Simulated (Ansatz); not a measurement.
Isomers of Sr₂O₃⁻ (doublet), relaxed with PBE0-D4/def2-SVPD; total energies from Ansatz at PBE0-D4/def2-TZVPD.

```
isomer                                               description  energy (Eh)
     A                  point group C2v; 5 × O–Sr 2.16 to 2.45 Å   -287.02533
     B  point group C2v; 6 × O–Sr 2.19 to 2.35 Å; 1 × O–O 1.49 Å   -287.03341
     C   point group Cs; 5 × O–Sr 2.20 to 2.31 Å; 1 × O–O 1.46 Å   -287.00711
```

In the def2 sets Sr takes a core potential; there is no spin–orbit coupling.

B: The highest occupied level of the charge -1 doublet lies above zero (up to 0.62 eV). By energy differences its removal costs 0.28 eV (vertical, to the charge 0 singlet, at PBE0-D4/def2-TZVPD); a positive level beside a positive removal energy at the same level points to self-interaction error. C: The highest occupied level of the charge -1 doublet lies above zero (up to 0.58 eV). It is a level of α spin, whose loss leaves a singlet; that state wasn't run at this geometry and level. The electron is either unbound and held by the finite basis, or the level is raised by self-interaction error.

The isomers come from a short search, and lower ones may exist.

Problem. Work out the relative energies (1 Eh = 2625.5 kJ/mol) and the Boltzmann populations at 298 K from electronic energies alone (R = 8.314 J/mol/K).

Solution. ΔE: A 21.2, B 0.0, C 69.1 kJ/mol. RT = 2.48 kJ/mol. Factors exp(−ΔE/RT): A 0.000194, B 1, C 7.93e-13; sum 1.000. Populations: A 0.0 %, B 100.0 %, C 0.0 %. Zero-point energy, vibrational entropy and symmetry numbers are left out and can shift these; an error of 4 kJ/mol changes a ratio by a factor of 5.0. Over the other density-functional and correlated levels in def2 sets, the gap between B and A ranges from -9 to 33 kJ/mol.
